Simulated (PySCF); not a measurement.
## Multinuclear NMR of C₇H₁₁OP

Geometry:
```
atom   x (Å)   y (Å)   z (Å)
  C1  -2.726  -0.234  -0.347
  C2  -1.200  -0.107  -0.388
  C3  -0.763   1.206   0.199
  C4   0.446   1.455   0.678
  P5   1.709   0.167   0.772
  C6   2.579   0.182  -0.847
  O7   2.626   0.276   1.913
  C8   0.673  -1.312   0.760
  C9  -0.556  -1.294   0.269
 H10  -3.073  -0.245   0.684
 H11  -3.045  -1.156  -0.829
 H12  -3.196   0.600  -0.863
 H13  -0.891  -0.109  -1.444
 H14  -1.521   1.980   0.201
 H15   0.706   2.409   1.116
 H16   3.253  -0.673  -0.866
 H17   1.893   0.136  -1.686
 H18   3.171   1.095  -0.895
 H19   1.085  -2.182   1.254
 H20  -1.175  -2.182   0.316
```

Method: GIAO PBE0/pcSseg-1 shieldings, geometry: GFN2-xTB, in PySCF (a single conformation, relativity neglected, averaged over atoms made equivalent by symmetry, fast rotation or ring inversion, isolated molecule).

**Question.** Where does 31P resonate?

**Answer.** 
```
atoms                                        environment  σ (ppm)  δ (ppm)
   P5  phosphorus bonded to 3 C, O, in a 6-membered ring    341.3    -12.7
```

Shieldings were converted by a linear fit to measured shifts: 31P: δ = 270.09 − 0.828σ (rms 18.1 ppm, 64 shifts vs H3PO4, solution or neat liquid). Occasional misses reach two or three times the rms, and more in compound classes unlike the fitted ones.

On a 500 MHz spectrometer 31P resonates near 202.4 MHz, so 1 ppm is 202.4 Hz.

**Question.** What are the 17O shifts?

**Answer.** 
```csv
atoms,environment,σ (ppm),δ (ppm)
O7,P=O oxygen,233.2,54.3
```

Shieldings were converted by a linear fit to measured shifts: 17O: δ = 266.70 − 0.911σ (rms 10.7 ppm, 155 shifts, 12.2 ppm with the 3 outliers that the fit left out vs liquid water, solution or neat liquid). Occasional misses reach two or three times the rms, and more in compound classes unlike the fitted ones.

On a 500 MHz spectrometer 17O resonates near 67.8 MHz, so 1 ppm is 67.8 Hz.
